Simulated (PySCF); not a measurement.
## Polarisability and C₆ of La+ (lanthanum, charge +1)

[Xe] 5d2, high-spin 3F determinant. All numbers are calculated (PySCF 2.14, scalar relativity through the core potential, in def2-QZVPPD with the def2 core potential (46 electrons)). Coupled (time-dependent) response in atomic units; α is the mean over directions.

```
method  mean α (bohr³)  C₆ (like pair)  S(−4)
 HSE06           49.54           419.5   2355
```

S(−4) is the Cauchy moment in α(ω) = α(0) + S(−4) ω² + …

Spin-orbit coupling is absent.

α(iu) at HSE06:

```csv
u (hartree),α(iu) (bohr³)
0,49.54
0.0500,44.63
0.100,36.25
0.200,25.08
0.300,19.02
0.500,12.46
0.750,8.300
1.00,5.924
1.50,3.396
2.00,2.164
3.00,1.075
5.00,0.4151
```

A single London oscillator, α(iu) = α/(1 + u²/ω²), gives C₆ = (3/4) ω α². Matching the computed C₆ needs ω = 4 × 419.5 / (3 × 49.54²) = 0.228 hartree.

For an ion, C₆ is the dispersion term alone; charge-induced terms of lower order in 1/R come first.

Energies and moments cover only the electrons outside the core potential. Spin-orbit coupling, absent here, splits the open shell strongly.
